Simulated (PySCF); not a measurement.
**Telling isomers of C₄H₉BO₃ apart by NMR**

Calculated, not measured (PySCF): NMR shieldings at PBE0/pcSseg-1/GIAO, PBE0-D3(BJ)/def2-SVP structure, couplings computed with B3LYP/pcJ-1 (spin–dipole term left out of most H,H and C,H couplings). Relativity neglected, no solvent model, equivalent nuclei averaged, one computed conformer.

Shifts are taken against calculated references (same method and geometry level): TMS for 1H (31.27 ppm) and 13C (184.41 ppm). Multiplet labels drop J under 1 Hz and among equivalent protons, and merge close values. Unscaled 3J(H,H) run several per cent high. Vicinal couplings that depend on rotamer populations or ring flexing (ring, CH–CH, X–H and H–F types) are those of the one conformer. Carbons bonded to boron are broad in practice. Shifts are as computed. Against solution values, carbons near 30 ppm lie about +2 ppm off and those near 130 ppm about +5 ppm. Of 1313 compounds with measured shifts, 239 miss one by over three times the rms of a fit or turn the order of signals round; such compounds aren't used in these exercises. OH and NH positions are gas-phase values without hydrogen bonding to other molecules.

(1) Tabulate the signals of `COB(O)OC1CC1`, `CO[C@@H]1COB(C)O1`, `COB1OCCCO1`, `CCOB1OCCO1` and their relative energies.

(2) What is the quickest way to tell COB(O)OC1CC1 from CCOB1OCCO1?

(3) What is the quickest way to tell COB(O)OC1CC1 from CO[C@@H]1COB(C)O1?

(4) What is the quickest way to tell CO[C@@H]1COB(C)O1 from COB1OCCCO1?

Results:

(1) 
| SMILES | carbon types | δC | δH | E rel. (kcal/mol) |
| --- | --- | --- | --- | --- |
| COB(O)OC1CC1 | 1×CH 2×CH2 1×CH3 | 51.6, 50.7, 6.4 | 3.61 (s, 3H), 3.19 (tt, 1H), 2.77 (br s, 1H), 1.36 (m, 2H), 0.29 (m, 2H) | 16.9 |
| CO[C@@H]1COB(C)O1 | 1×CH 1×CH2 2×CH3 | 104.9, 75.0, 55.6, -5.8 | 5.04 (dd, 1H), 4.14 (dd, 1H), 3.95 (dd, 1H), 3.39 (s, 3H), 0.34 (s, 3H) | 23.0 |
| COB1OCCCO1 | 3×CH2 1×CH3 | 63.9, 50.9, 29.6 | 3.96 (m, 4H), 3.59 (s, 3H), 1.54 (m, 2H) | 0.0 |
| CCOB1OCCO1 | 3×CH2 1×CH3 | 67.2, 62.1, 19.2 | 4.09 (s, 4H), 3.84 (q, 2H), 1.15 (t, 3H) | 0.9 |

Energies are electronic energies at PBE0/pcSseg-1 on these geometries, without zero-point or thermal terms, each for the one conformer computed, which needn't be the lowest.

(2) Both give the same number of carbon signals, but DEPT or the intensities differ. The first has a three-membered-ring carbon (CH) at 50.7 ppm, the second an sp3 CH2 bonded to O at 67.2 ppm. Their most deshielded carbons lie at 51.6 and 67.2 ppm. In the proton spectra the most deshielded non-exchanging signals are 3.61 (s, 3H) and 4.09 (s, 4H).

(3) Count the carbon signals: 3 against 4. The first has a three-membered-ring carbon (CH2) at 6.4 ppm, the second an sp3 CH2 bonded to O at 75.0 ppm. Their most deshielded carbons lie at 51.6 and 104.9 ppm. In the proton spectra the most deshielded non-exchanging signals are 3.61 (s, 3H) and 5.04 (dd, J = 6.9, 3.2 Hz, 1H).

(4) Count the carbon signals: 4 against 3. The first has an sp3 carbon bearing two oxygens (CH) at 104.9 ppm, the second an sp3 CH2 in a ring at 29.6 ppm. Their most deshielded carbons lie at 104.9 and 63.9 ppm. In the proton spectra the most deshielded non-exchanging signals are 5.04 (dd, J = 6.9, 3.2 Hz, 1H) and 3.96 (m, 4H).
